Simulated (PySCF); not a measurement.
HBrZn, singlet, at a GFN2-xTB geometry (such geometries of metal compounds can be far from the true shape); B3LYP/cc-pVDZ run with PySCF.

The PySCF input:
```python
from pyscf import gto, scf, dft, solvent

mol = gto.M(
    atom='''
Zn   -0.00000000   -0.00000000   -1.15550691
H    -0.00000000   -0.00000000   -2.62558154
Br    0.00000000    0.00000000    1.06545111
''',
    basis='cc-pvdz',
    verbose=4,
)

mf = dft.RKS(mol)
mf.xc = 'b3lyp'
mf.kernel()
```

Output, abridged:

```
PySCF version 2.14.0

[INPUT] verbose = 4
[INPUT] num. atoms = 3
[INPUT] num. electrons = 66
[INPUT] charge = 0
[INPUT] spin (= nelec alpha-beta = 2S) = 0
[INPUT] symmetry False subgroup None
[INPUT] Mole.unit = angstrom
[INPUT] Symbol           X                Y                Z      unit          X                Y                Z       unit  Magmom
[INPUT]  1 Zn     0.000000000000   0.000000000000  -1.155506910000 AA    0.000000000000   0.000000000000  -2.183591594942 Bohr   0.0
[INPUT]  2 H      0.000000000000   0.000000000000  -2.625581540000 AA    0.000000000000   0.000000000000  -4.961630028314 Bohr   0.0
[INPUT]  3 Br     0.000000000000   0.000000000000   1.065451110000 AA    0.000000000000   0.000000000000   2.013410797014 Bohr   0.0

nuclear repulsion = 265.995434931782
number of shells = 16
number of NR pGTOs = 206
number of NR cGTOs = 75
basis = cc-pvdz
ecp = {}

******** <class 'pyscf.dft.rks.RKS'> ********
method = RKS
initial guess = minao
damping factor = 0
level_shift factor = 0
DIIS = <class 'pyscf.scf.diis.CDIIS'>
diis_start_cycle = 1
diis_space = 8
diis_damp = 0
SCF conv_tol = 1e-09
SCF conv_tol_grad = None
SCF max_cycles = 50
direct_scf = True
direct_scf_tol = 1e-13
XC library pyscf.dft.libxc version 7.1.2
    S. Lehtola, C. Steigemann, M. J. T. Oliveira, and M. A. L. Marques,  SoftwareX 7, 1–5 (2018)
XC functionals = b3lyp
    P. J. Stephens, F. J. Devlin, C. F. Chabalowski, and M. J. Frisch,  J. Phys. Chem. 98, 11623 (1994)
radial grids:
    Treutler-Ahlrichs [JCP 102, 346 (1995); DOI:10.1063/1.469408] (M4) radial grids

becke partition: Becke, JCP 88, 2547 (1988); DOI:10.1063/1.454033
pruning grids: <function nwchem_prune>
grids dens level: 3
symmetrized grids: False
atomic radii adjust function: <function treutler_atomic_radii_adjust>
small_rho_cutoff = 0
Set gradient conv threshold to 3.16228e-05
Initial guess from minao.
tot grids = 50872
init E= -4352.96258549873
  HOMO = -0.326874622973002  LUMO = -0.0370150469103425  gap/eV = 7.88748
cycle= 1 E= -4354.21611442482  delta_E= -1.25  |g|= 0.808  |ddm|=  1.6
  HOMO = -0.257837379798314  LUMO = -0.0604673623252329  gap/eV = 5.37071
cycle= 2 E= -4354.03812767978  delta_E= 0.178  |g|= 1.65  |ddm|= 1.41
  HOMO = -0.290369854537539  LUMO = -0.0356203299960994  gap/eV = 6.93209
cycle= 3 E= -4354.28976054444  delta_E= -0.252  |g|= 0.07  |ddm|= 0.934
  HOMO = -0.295771870903443  LUMO = -0.0317763901217995  gap/eV = 7.18368
cycle= 4 E= -4354.29064650496  delta_E= -0.000886  |g|= 0.0153  |ddm|= 0.0763
  HOMO = -0.294093045411406  LUMO = -0.0323420389350505  gap/eV = 7.12261
cycle= 5 E= -4354.29071342823  delta_E= -6.69e-05  |g|= 0.00398  |ddm|= 0.0209
  HOMO = -0.294682320286016  LUMO = -0.0323045232899515  gap/eV = 7.13966
cycle= 6 E= -4354.29071621708  delta_E= -2.79e-06  |g|= 0.000846  |ddm|= 0.00443
  HOMO = -0.294528879828402  LUMO = -0.0323311382067571  gap/eV = 7.13476
cycle= 7 E= -4354.29071646181  delta_E= -2.45e-07  |g|= 0.000122  |ddm|= 0.00105
  HOMO = -0.294539123781833  LUMO = -0.0323354562794332  gap/eV = 7.13493
cycle= 8 E= -4354.29071646482  delta_E= -3.01e-09  |g|= 2.88e-05  |ddm|= 0.000128
  HOMO = -0.294535302966327  LUMO = -0.032332505895573  gap/eV = 7.13490
cycle= 9 E= -4354.29071646493  delta_E= -1.07e-10  |g|= 3.9e-06  |ddm|= 2.94e-05
  HOMO = -0.294536472975662  LUMO = -0.0323331146852268  gap/eV = 7.13492
Extra cycle  E= -4354.29071646493  delta_E= 3.64e-12  |g|= 5.62e-06  |ddm|= 8.95e-06
converged SCF energy = -4354.29071646493
```
